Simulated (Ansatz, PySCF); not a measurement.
Spin states of CeO2 (SMILES [O]=[Ce]=[O]), each relaxed with B3LYP-D3(BJ)/def2-TZVP.
State 1 (charge 0, multiplicity 1):
```csv
atom,x (Å),y (Å),z (Å)
Ce,0.2290,-0.2010,0.2450
O,1.2050,0.3063,-1.2055
O,-1.4672,-0.0579,0.8902
```
State 2 (charge 0, multiplicity 3):
```json
[
 {"atom": "Ce", "x (Å)": "0.1448", "y (Å)": "-0.1250", "z (Å)": "0.1509"},
 {"atom": "O", "x (Å)": "1.3727", "y (Å)": "0.2852", "z (Å)": "-1.2566"},
 {"atom": "O", "x (Å)": "-1.5508", "y (Å)": "-0.1129", "z (Å)": "1.0354"}
]
```

Singlets are restricted, other states unrestricted; no spin–orbit coupling, no relativity up to Kr; see below for the cores. The largest T1 diagnostic is 0.029.

Correlated levels freeze the inner cores; with def2 sets outer-core shells near the valence are correlated too.

Programs: Ansatz (a program for electronic structure); PySCF for the dispersion terms. Each number belongs to the level named beside it. In def2 rows elements past Kr take small-core potentials, without spin–orbit coupling.

```tsv
level	energy of the multiplicity-3 state less that of the multiplicity-1 state (kJ/mol)
SVWN5/def2-TZVPP	245.7
r2SCANh/def2-TZVPP	___
B3LYP/def2-TZVPP	188.3
B3LYP-D3(BJ)/def2-TZVPP	188.5
BHLYP/def2-TZVPP	159.0
BHLYP-D3(BJ)/def2-TZVPP	159.1
BHLYP-D4/def2-TZVPP	159.3
B2PLYP/def2-TZVPP	255.1
B2PLYP-D4/def2-TZVPP	255.3
```

Complete the blanks.


- r2SCANh/def2-TZVPP, energy of the multiplicity-3 state less that of the multiplicity-1 state (kJ/mol): 205.4
